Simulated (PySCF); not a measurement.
Task: What does the PBE0-D3(BJ)/def2-SVP structure of `[BH3-][P+]1(C#CC)CCC1` look like in three dimensions?

Result: 
```
atom  x, y, z in Å
B1    -1.0137    2.3728   -0.7120
P2    -0.6231    0.5611   -0.2795
C3     1.0690    0.1313   -0.1053
C4     2.2626   -0.0809   -0.0018
C5     3.6845   -0.3319    0.1232
C6    -1.4891   -0.3424    1.0858
C7    -1.6153   -1.5823    0.1747
C8    -1.3895   -0.8678   -1.1751
H9    -2.2375    2.3566   -0.7791
H10   -0.5720    3.0250    0.2223
H11   -0.4549    2.5785   -1.7789
H12    3.9346   -1.3581   -0.1873
H13    4.2604    0.3670   -0.5028
H14    4.0115   -0.2023    1.1665
H15   -0.9592   -0.4565    2.0402
H16   -2.4523    0.1608    1.2619
H17   -0.7972   -2.2901    0.3753
H18   -2.5651   -2.1324    0.2608
H19   -0.7833   -1.3803   -1.9332
H20   -2.3250   -0.5130   -1.6346
```

Any rigid rotation of these coordinates is as good. Atoms count from 1 in this order. B1 (four-coordinate boron) is distorted tetrahedral (angles from 101.8° to 114.4°). P2 (phosphorus bonded to B and 3 C) has angles from 77.7° to 122.7°. The 3 C–P bonds span 1.755 Å (P2–C3, drawn single) to 1.852 Å (P2–C8, drawn single), a spread of 0.097 Å. The C–C distances run from 1.217 Å (C3≡C4, drawn triple) to 1.544 Å (C7–C8, drawn single), a spread of 0.327 Å.

Bonds between heavy atoms (Å): B1–P2 1.903, P2–C3 1.755, C3≡C4 1.217, C4–C5 1.449, P2–C6 1.852, C6–C7 1.544, C7–C8 1.544, P2–C8 1.852.

The calculation used PySCF, PBE0-D3(BJ)/def2-SVP geometry optimisation, gas phase.

Not checked by PBE0-D3(BJ)/def2-SVP frequencies. One conformer, not necessarily the lowest (B1–P2–C6–C7 137°, P2–C6–C7–C8 -19°, C6–C7–C8–P2 19°, B1–P2–C8–C7 -137°).
